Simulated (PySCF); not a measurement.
Bond curve of CsAl⁻

Set-up: PySCF, scalar-relativistic core potentials, basis sets Cs def2-SVPD with ECP46, Al def2-SVPD. Energies in eV from Cs⁻ + Al in their ground configurations at the same level. State: doublet, unpaired electrons π ↑.

```tsv
R (Å)	ROHF-CCSD(T)	ROHF-SCS-MP2
3.404		-0.1833
3.562	-0.5504	-0.2960
3.720	-0.6130	-0.3622
3.839	-0.6370	-0.3899
3.958	-0.6463	-0.4039
4.077	-0.6444	-0.4079
4.235	-0.6292	-0.4023
4.433	-0.5966	-0.3843
4.670	-0.5465	-0.3547
4.987		-0.3114
```

Put a parabola through the three lowest points of the ROHF-CCSD(T) curve and estimate Re, k and ωe (reduced mass 22.43 u; 1 eV/Å² = 0.16022 mdyn/Å; ωe = 1302.8·√(k/μ) cm⁻¹).

Through R = 3.839, 3.958, 4.077 Å the second-order coefficient is 0.395 eV/Å², so Re ≈ 3.997 Å, k ≈ 0.127 mdyn/Å and ωe ≈ 98 cm⁻¹. A polynomial fit of higher order to the unrounded ROHF-CCSD(T) energies gives Re = 3.993 Å, k = 0.116 mdyn/Å, ωe = 93.8 cm⁻¹; anharmonicity and rounding make the difference.

The higher-order fit for each curve: ROHF-CCSD(T): Re = 3.993 Å, ωe = 93.8 cm⁻¹, De = 0.65 eV; ROHF-SCS-MP2: Re = 4.076 Å, ωe = 78.9 cm⁻¹, De = 0.408 eV.

Correlated steps freeze 5 core orbitals. Correlated levels converge slowly with the basis: in double zeta they bind strong bonds too weakly, by up to about 1 eV, and carry superposition errors of some tenths. These are scalar-relativistic numbers at best; spin–orbit coupling would shift them, the dissociation energy most. For an ion De counts to the pair picked by the measured ionisation energies or electron affinities, which need not be the lowest pair at this level. The CCSD T1 diagnostic is raised, a sign that a single reference may not be enough here. The state is the lowest determinant that a PBE0 search found; another state may lie lower at other levels.
